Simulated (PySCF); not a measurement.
A side-by-side comparison of computed properties.

First species: C6H9FOSi.
SMILES: `C#C/C=C(\CCF)[SiH2]O`

Second species: C₆H₈N₂.
SMILES: `[H]/N=C\[C@H]1C=C(N=C)C1`

Levels: PBE0/pcSseg-1 for dipole moment, HOMO energy, LUMO energy and HOMO–LUMO gap; GFN2-xTB for rotational constant A and rotational constant C. Geometries: GFN2-xTB. Each structure is a single optimised conformer of the isolated species, non-relativistic unless stated; the electronic structure was computed with PySCF and density fitting.

Dipoles, sizes and rotational constants follow the conformer. The torsions of the flexible species, by atom-mapped SMILES:
- `[CH:1]#[C:2]/[CH:3]=[C:4](\[CH2:5][CH2:6][F:7])[SiH2:8][OH:9]`: C3–C4–C5–C6 86°, C4–C5–C6–F7 66°, C3–C4–Si8–O9 -162°, H–O9–Si8–C4 49°
- `[H]/[N:7]=[CH:6]\[C@H:5]1[CH:4]=[C:3]([N:2]=[CH2:1])[CH2:8]1`: C1–N2–C3–C4 180°, C4–C5–C6–N7 129°

```
             property   column X   column Y
        dipole moment     2.53 D     2.84 D
          HOMO energy   -7.19 eV   -7.05 eV
          LUMO energy   -1.43 eV   -1.59 eV
        HOMO–LUMO gap    5.76 eV    5.46 eV
rotational constant A  1.929 GHz  7.625 GHz
rotational constant C  0.684 GHz  0.982 GHz
```

(1) Which column belongs to which species?

(2) How does each property change from the first species to the second?

Results:

(1) Column X is the first species and column Y the second. The first has 18 atoms and 76 electrons, the second 16 and 58.

(2) dipole moment +0.31 D; HOMO energy +0.14 eV; LUMO energy -0.16 eV; HOMO–LUMO gap -0.30 eV; rotational constant A +5.696 GHz; rotational constant C +0.298 GHz.

On the first: In atomic units the dipole is 1.00 e·bohr (1 au = 2.5417 D).

On the second: The dipole equals about 9.5 × 10⁻³⁰ C·m (1 D = 3.33564 × 10⁻³⁰ C·m).
